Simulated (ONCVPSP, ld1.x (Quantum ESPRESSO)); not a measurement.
**Potentials for Br compared**

Generated with ld1.x 7.5 (TM, RRKJ, ultrasoft, PAW), atompaw 4.2 or ONCVPSP 4.0.1. The cutoff is in Ry: for ld1.x and atompaw files where the sum of valence levels is converged to 10 mRy in a Bessel basis, for ONCV files where the hardest occupied wave has 1 mHa per electron of residual kinetic energy. The error is the largest all-electron minus pseudo excitation energy over each file’s own four to seven test configurations (ionisations up to +4, promotions, holes and added fractions of an electron), all of which were solved. The labels leave out finer settings (local radius, basis sizes, second energies), which also bear on the numbers. Spin-polarised tests are not counted. The rows are a selection from randomly drawn settings: files with unsolved tests, undetermined cutoffs or missed reference levels are left out.

A true bound ghost makes a file unfit for plane-wave use even where its test errors are small: the radial tests pick states by their node count and pass the ghost by.

| potential | cutoff (Ry) | largest error (meV) | bound ghosts |
| --- | --- | --- | --- |
| RRKJ, BLYP, scalar-relativistic, rc 1.30/1.65/1.00 (spd), local smoothed, core correction yes, reference 3d10 4s2 4p5 | 260 | -591 | none |
| ONCV, PBE, scalar-relativistic, rc 1.20/1.40/0.85 (spd), local smoothed, core correction yes, reference 3d10 4s2 4p4.75, qcut 4.6/6.6/15.1, projectors 2/2/2 | 219 | +10.0 | s, p |
| ONCV, PW91, scalar-relativistic, rc 1.20/1.20/1.15 (spd), local smoothed, core correction yes, reference 3d10 4s2 4p5, qcut 5/5.6/14.2, projectors 2/3/2 | 166 | -230 | s, p |
| ultrasoft, PBE, scalar-relativistic, rc 1.50/1.25/0.85/1.20 (spdf), local smoothed, core correction no, reference 3d10 4s2 4p5 | 230 | -527 | p |

Fill in the row for Br: TM, PBE, scalar-relativistic, rc 1.45/1.25/1.35 (spd), local smoothed, core correction yes, reference 4s2 4p4.5.

cutoff 70 Ry, largest error -30 meV, bound ghosts: s.
